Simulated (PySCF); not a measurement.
Si(H)(Cl)2(Me) (CH₄Cl₂Si), SMILES C[SiH](Cl)Cl. Heavy atoms are numbered as in [SiH:1]([CH3:2])([Cl:3])[Cl:4]. Hydrogens are named by the atom that carries them.

Coordinates come from a B3LYP-D3(BJ)/def2-SVP optimisation.

Level of theory: PySCF with B3LYP/def2-TZVP.

ESP charges are fitted to the potential on shells at 1.4 to 2.0 van der Waals radii. Atomic charges (e), one atom of each kind:

| atom | meta-Löwdin | ESP fit |
|---|---|---|
| Si1 (SiH) | 0.89 | 0.37 |
| C2 (CH3) | -0.60 | -0.54 |
| Cl3 | -0.30 | -0.15 |
| H on Si1 | -0.10 | -0.03 |
| H on C2 | 0.14 | 0.17 |

Q: Give the Mayer and Wiberg (Löwdin basis) orders of the bonds. (Estimate from the structure and the level; the computed values follow.)

A: 
| bond | Mayer | Wiberg |
|---|---|---|
| Si1–C2 | 1.00 | 1.26 |
| Si1–Cl3 | 1.15 | 1.80 |
| Si1–Cl4 | 1.15 | 1.80 |
